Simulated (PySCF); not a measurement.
# Static response to an electric field

Compound: C8H16Si.
Geometry (PBE0-D3(BJ)/def2-SVP, Å), atoms numbered from 1 in this order:
```xyz
25
C8H16Si angstrom
C     -4.504    0.449   -0.701
C     -3.177    0.565   -0.759
C     -2.240    0.363    0.390
C     -1.144   -0.704    0.056
Si     0.032    0.730   -0.350
C      1.790    0.690    0.318
C      2.685   -0.347   -0.363
C      4.100   -0.385    0.194
C     -1.334    1.620    0.620
H     -5.012    0.186    0.233
H     -5.131    0.609   -1.581
H     -2.709    0.830   -1.718
H     -2.834    0.099    1.281
H     -1.433   -1.463   -0.683
H     -0.818   -1.222    0.973
H      0.069    1.079   -1.809
H      2.228    1.699    0.211
H      1.739    0.495    1.405
H      2.228   -1.348   -0.268
H      2.723   -0.143   -1.448
H      4.599    0.592    0.080
H      4.719   -1.138   -0.318
H      4.098   -0.629    1.269
H     -1.058    1.707    1.684
H     -1.763    2.579    0.297
```

Level: wB97X-D/def2-SVPD (PySCF), static field, nuclei fixed, core orbitals frozen in the response. The polarisability tensor in these axes (au):

```
x   163.23  -2.59   2.78
y    -2.59 103.20   0.45
z     2.78   0.45 104.15
```

Question: Diagonalise the tensor; give its mean and Δα, where Δα² is half the sum of the squared differences of the eigenvalues.

Answer: Principal values 102.82, 104.29 and 163.47 au; mean 123.53 au = 18.30 Å³ = 20.37 × 10⁻⁴⁰ C²·m²/J; Δα = 59.92 au (49 % of the mean).

Question: What is the dipole moment, and where does it point?

Answer: (0.92, -0.12, 0.59) D, 1.10 D in size, pointing from the negative to the positive side. Measured along this direction, the outermost atoms are H11 at the negative end and H23 at the positive end.

Question: Along which axes do the principal values lie, and how far do the nuclei extend along each?

Answer: Largest value along (1.00, -0.04, 0.05), where the nuclei span 9.96 Å; middle along (-0.02, 0.43, 0.90), 3.71 Å; least along (0.06, 0.90, -0.42), 3.67 Å. 

Question: Rayleigh depolarisation ratio (linearly polarised light, static tensor)?

Answer: ρ = 3Δα²/(45ᾱ² + 4Δα²) = 10772.8/(686635 + 14363.8) = 0.0154.

Question: Give the eigenvalues of the traceless quadrupole moment Θ = ½Σq(3rr − r²1), origin at the centre of nuclear charge.

Answer: -1.55, -0.44, 1.99 D·Å. The values depend on the origin, since the dipole doesn't vanish. The electronic extent ⟨r²⟩ about the same centre is 2374 bohr², a root-mean-square distance of 2.92 Å for the 78 electrons.

Question: Molar refractivity from α?

Answer: Lorentz–Lorenz: R = (4π/3)N_A α = 2.5225 cm³/(mol·Å³) × 18.30 Å³ = 46.2 cm³/mol, in the limit of long wavelengths.

Question: Orientational against electronic polarisability at 250 K (dilute gas, rigid molecules)?

Answer: In Gaussian units μ²/3kT = 11.63 Å³ against 18.30 Å³, a ratio of 0.64; the Debye molar polarisation (4π/3)N_A(α + μ²/3kT) is 75.5 cm³/mol, leaving out the vibrational part.

The structure is a single PBE0-D3(BJ)/def2-SVP conformer in the gas phase; no vibrational or solvent corrections.
